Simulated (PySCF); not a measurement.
Energy of Cr (chromium, neutral) between two integer charges

The 4s alpha orbital of [Ar] 3d5 4s1 is emptied in steps (occupation f), with all orbitals relaxed, ending at [Ar] 3d5. Calculation: PySCF 2.14, in def2-TZVPPD; the non-relativistic Hamiltonian (point nucleus). The exact energy is a straight line in f; departures are measured from the line between the end points of the same method.

```csv
f,PBE0 (eV),r2SCAN (eV),LC-wPBE (eV)
1,0.000,0.000,0.000
0.9,-0.187,-0.234,0.008
0.7,-0.438,-0.545,0.019
0.5,-0.524,-0.650,0.024
0.3,-0.442,-0.549,0.020
0.1,-0.191,-0.236,0.008
0,0.000,0.000,0.000
```

```csv
method,E(f=0) − E(f=1) (eV),−ε at f=1 (eV),−ε at f=0.5 (eV)
PBE0,6.935,4.864,6.922
r2SCAN,7.225,4.617,7.211
LC-wPBE,6.643,6.728,6.646
```

Orbital energy along the path (eV):

```json
{"f": "1", "PBE0": "-4.864", "r2SCAN": "-4.617", "LC-wPBE": "-6.728"}
{"f": "0.9", "PBE0": "-5.270", "r2SCAN": "-5.146", "LC-wPBE": "-6.714"}
{"f": "0.7", "PBE0": "-6.090", "r2SCAN": "-6.190", "LC-wPBE": "-6.684"}
{"f": "0.5", "PBE0": "-6.922", "r2SCAN": "-7.211", "LC-wPBE": "-6.646"}
{"f": "0.3", "PBE0": "-7.765", "r2SCAN": "-8.256", "LC-wPBE": "-6.600"}
{"f": "0.1", "PBE0": "-8.624", "r2SCAN": "-9.321", "LC-wPBE": "-6.566"}
{"f": "0", "PBE0": "-9.057", "r2SCAN": "-9.853", "LC-wPBE": "-6.562"}
```

Reference removal energy between the ground levels: 6.767 eV (measured; NIST Atomic Spectra Database, ionization energies).
